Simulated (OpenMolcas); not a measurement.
A calculation on Cr⁺.

* Program: OpenMolcas 26.06
* Method: RASSCF
* Basis: ANO-RCC-VTZP [6s5p3d2f1g]
* Scalar Hamiltonian: DKH2, point nucleus
* Active space: 5 electrons in 9 orbitals (RAS2 3d 4s; RAS3 4p, at most 2 electrons)
* State averaging: 2S+1 = 6 even, 6 roots; 2S+1 = 4 even, 74 roots kept (CI in the orbitals of an earlier block); 2S+1 = 2 even, 88 roots kept (CI in the orbitals of an earlier block); 2S+1 = 6 odd, 15 roots; 2S+1 = 4 odd, 44 roots kept (CI in the orbitals of an earlier block, 26 in the spin-orbit step); 2S+1 = 2 odd, 9 roots kept (CI in the orbitals of an earlier block, 0 in the spin-orbit step)
* Spin-orbit coupling: RASSI with atomic mean-field integrals over the reference wave functions, term energies averaged over their components

Task: Which level of the active space comes out lowest?

Result: 3d4 4s 6D 1/2, with 100 % of that term.

Task: How high does 3d4 4s 4D 7/2(1) lie?

Result: 10690 cm-1 above the lowest level.

Task: How high does 3d4 4s 4H 9/2 lie?

Result: 21281 cm-1 above the lowest level.

Task: How high does 3d4 4s 6D 3/2 lie?

Result: 72.7 cm-1 above the lowest level.

Some high roots are left out of the spin-orbit mixing, which shifts the levels that they would mix with. Without dynamic correlation excited terms often stand tens of per cent too high (terms of higher spin than the ground term too low), and those without a measured partner can miss by more than the paired ones. Terms from blocks run as CI alone lack orbitals of their own. The lowest computed level is not the ground level that NIST lists (6S5/2). Levels of configurations outside the active space are missing.

A number in round brackets counts repeated terms of one configuration in the order of the reference energies.
